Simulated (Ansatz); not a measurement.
Rb₂H, relaxed as a doublet with UKS B3LYP-D4/def2-TZVP in Ansatz, starting from the GFN2-xTB geometry. Force threshold 0.02 eV/Å.

In the def2 sets Rb takes a core potential; there is no spin–orbit coupling. The structure comes from a short search, and lower isomers may exist.

Start:

```tsv
atom	x (Å)	y (Å)	z (Å)
Rb1	1.049	0.968	0.810
Rb2	-0.854	-2.352	0.099
H3	-0.195	1.384	-0.910
```

(1) Estimate the energy that the relaxation releases and the steps that it takes.

(2) Does the start keep its bonding and symmetry?

(3) Predict the relaxed structure.

## Answers

(1) 14.8 kcal/mol, in 10 steps; 28 s on 4 threads of Intel Xeon on a shared host. The force fell under the threshold at step 8, but the optimiser went on. No frequencies were taken in this run, so the end may be a saddle point.

(2) Bonds formed: Rb2–H3 (atoms count from 1).

(3) 
```xyz
3

Rb    1.3827    1.3445    1.0353
Rb   -1.0094   -1.9204   -0.3004
H    -0.3732    0.5759   -0.7349
```
Bond lengths (bridged metal pairs left out): 2 × H–Rb 2.61 Å.
